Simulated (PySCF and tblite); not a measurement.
Results of a calculation; reference values are marked as such.
System: C₄H₁₀FNO₂Si, numbered as in [CH3:1][NH:2][Si@@:3]([CH3:4])([F:5])[O:6][C:7]([CH3:8])=[O:9].

For the shift of Si3 from O6 to O9: electronic barrier 11.87 kcal/mol, zero-point change -0.04 kcal/mol, thermal and entropy terms at 400 K a further 0.97 kcal/mol (symmetry numbers apart). The minimum is C1, the saddle C1. The path came from a restrained scan, a climbing-image band and a saddle search at GFN2-xTB; energies are B3LYP/pcSseg-1 + D3(BJ)//GFN2-xTB, thermal terms GFN2-xTB. Rates follow Eyring's equation with the number of equivalent paths and no tunnelling. (PySCF 2.14 with density fitting, tblite 0.8.)

Problem. How many equivalent paths lead out of the minimum?

Solution. 1: the symmetry number of the minimum is 1, that of the saddle displaced along its mode 1.

Problem. Work out the rate at 400 K.

Solution. ΔG‡ = 12.80 kcal/mol; k_B T/h = 8.3×10¹² s⁻¹; exp(−ΔG‡/RT) = 1×10⁻⁷; times 1 gives k = 8.5×10⁵ s⁻¹. Wigner's tunnelling factor for the 208i cm⁻¹ mode would be 1.02.

DFT energies on a tight-binding saddle of a bond shift can be off by several kcal/mol.
